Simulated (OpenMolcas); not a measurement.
Ga III: CASPT2 settings compared

- Program: OpenMolcas
- Basis: ANO-R1 [5s4p3d1f]
- Scalar Hamiltonian: X2C, finite nucleus
- Active space: 1 electron in 4 orbitals (4s 4p)
- State averaging: 2S+1 = 2 even, 1 root; 2S+1 = 2 odd, 3 roots
- Spin-orbit coupling: RASSI with atomic mean-field integrals over the reference wave functions, term energies averaged over their components

Methods on the same reference wave functions:
A. CASSCF
B. SS-CASPT2, IPEA 0 Eh, imaginary shift 0.2 Eh (closed shells correlated: 3d)
C. SS-CASPT2, IPEA 0.15 Eh, imaginary shift 0.5 Eh (closed shells correlated: 3d)
D. XMS-CASPT2, IPEA 0.5 Eh, imaginary shift 0.2 Eh (closed shells correlated: 3d)

Energies in cm-1 above 4s 2S 1/2, the measured ground level; measured values from Shirai, Reader, Kramida and Sugar, J. Phys. Chem. Ref. Data 36, 509 (2007).

```json
{"Level": "4s 2S 1/2", "A": "0.0", "B": "0.0", "C": "0.0", "D": "0.0", "Measured": "0.0"}
{"Level": "4p 2P* 1/2", "A": "63546", "B": "64097", "C": "64114", "D": "63958", "Measured": "65169"}
{"Level": "4p 2P* 3/2", "A": "65301", "B": "65851", "C": "65869", "D": "65712", "Measured": "66888"}
```

Deviations, from unrounded energies. A percentage is the sum of absolute deviations over the sum of measured energies, with the sign that they share, or ± where signs differ.

| Against measurement | Levels | A | B | C | D |
| --- | --- | --- | --- | --- | --- |
| mean absolute deviation (cm-1) | 2 | 1600 | 1100 | 1000 | 1200 |
| other configurations (%) | 2 | -2.4 | -1.6 | -1.6 | -1.8 |

B, C lie about equally close to measurement and A furthest from it. The largest miss of C in the table is 4p 2P* 1/2, by -1100 cm-1. The ranking rests on the paired levels alone, and a cruder setting can come out closer through cancelling errors.

Among B to D the level of the table that moves most is 4p 2P* 1/2, by 160 cm-1 (lowest in D, highest in C).

The lowest spin-free term lies below A's lowest term by 0.367 hartree in B, 0.367 hartree in C, 0.366 hartree in D.

With one active electron the reference holds no correlation, so core polarisation is missing (holds for A). With one active electron, CASPT2 adds the correlation within the correlated inactive shells and between them and that electron, and leaves the splitting within a term as the reference gives it (holds for B; C; D). Measured partners are found by configuration, term and J. A level has none where our copy of the source lacks it or the pairing is in doubt (some pairs that miss far off the trend of their configuration count as doubtful), and it then counts in no deviation. Levels of configurations outside the active space are missing.

* marks odd parity.
